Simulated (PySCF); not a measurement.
Structure with atom numbers: `[OH:1][SiH2:2]/[C:3](=[CH:4]\[CH:5]([F:6])[F:7])[CH2:8][CH2:9][F:10]`. Hydrogens are named by the atom that carries them.

[PySCF 2.14.0 with density-fitted response routines: coordinates at the GFN2-xTB level; NMR shieldings at PBE0/pcSseg-1/GIAO; equivalent nuclei averaged; non-relativistic; gas phase; one conformer]

Shifts are taken against calculated references (same method and geometry level): 13C (186.93 ppm) vs TMS.

Do the 13C shifts follow the atomic charges (in e)? Tabulate both.

## Answers


| atoms | hybridisation | δ (ppm) | σ para (ppm) | Hirshfeld | IAO | Mulliken | ESP-fitted |
| --- | --- | --- | --- | --- | --- | --- | --- |
| C3 | sp2 | 160.4 | -240 | -0.08 | -0.26 | -0.47 | -0.11 |
| C4 | sp2 | 145.6 | -214 | -0.07 | -0.19 | -0.19 | -0.28 |
| C5 | sp3 | 119.9 | -175 | +0.14 | +0.43 | +0.55 | +0.47 |
| C9 | sp3 | 87.3 | -144 | +0.03 | +0.04 | +0.15 | +0.25 |
| C8 | sp3 | 45.8 | -107 | -0.07 | -0.27 | -0.19 | -0.26 |

Correlation coefficients of δ with charge over these carbons: Hirshfeld -0.05, IAO +0.02, Mulliken -0.22, ESP-fitted -0.01; with the paramagnetic shielding -0.99. With so few points, grouped by hybridisation, these coefficients are fragile. Charge is one influence among several: hybridisation and low-lying excitations act through the paramagnetic term.

Shifts are as computed. Against solution values, carbons near 30 ppm lie about +3 ppm off and those near 130 ppm about +5 ppm. Of 1211 compounds with measured shifts, 218 miss one by over three times the rms of a fit or turn the order of signals round; such compounds aren't used in these exercises.
